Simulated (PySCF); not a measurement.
Delta-SCF ions had no search for a lower state. Excitations are Tamm–Dancoff values on a coarser integration grid. The basis has no diffuse functions, so Rydberg states are missing or too high.

Cartesian coordinates (Å):
SMILES: N1BN2BNBN3BNB4N(B1NBN4)B23
```xyz
26

B     -0.0007    -3.6265     0.0024
N     -1.2195    -2.8902     0.0014
B     -1.2514    -1.4566     0.0005
N     -2.4747    -0.7038    -0.0005
B     -2.5039     0.7134    -0.0014
N     -1.2567     1.4393    -0.0015
B     -1.2511     2.8778    -0.0027
N      0.0007     3.5563    -0.0029
B      1.2523     2.8773    -0.0017
N      1.2573     1.4388    -0.0004
B      2.5042     0.7124     0.0008
N      2.4744    -0.7048     0.0019
B      1.2508    -1.4571     0.0017
N      1.2183    -2.8907     0.0026
N     -0.0002    -0.7303     0.0007
B      0.0001     0.7122    -0.0004
H     -0.0010    -4.8363     0.0031
H     -2.0889    -3.4069     0.0013
H     -3.3597    -1.1938    -0.0005
H     -3.5590     1.3031    -0.0023
H     -2.2870     3.5004    -0.0034
H      0.0009     4.5676    -0.0038
H      2.2884     3.4994    -0.0017
H      3.5596     1.3017     0.0009
H      3.3592    -1.1951     0.0027
H      2.0875    -3.4077     0.0033
```
Charge 0, multiplicity 1.

Question: Predict the S1 excitation (TDA), T1 excitation (TDA) and vertical ionisation energy (Delta-SCF) from CAM-B3LYP-D3(BJ)/def2-SVP // PBE0-D3(BJ)/def2-SVP (PySCF 2.14.0).

Answer: 
| Property | Result |
|---|---|
| S1 excitation (TDA) | 6.58 eV |
| T1 excitation (TDA) | 6.29 eV |
| vertical ionisation energy (Delta-SCF) | 9.05 eV |
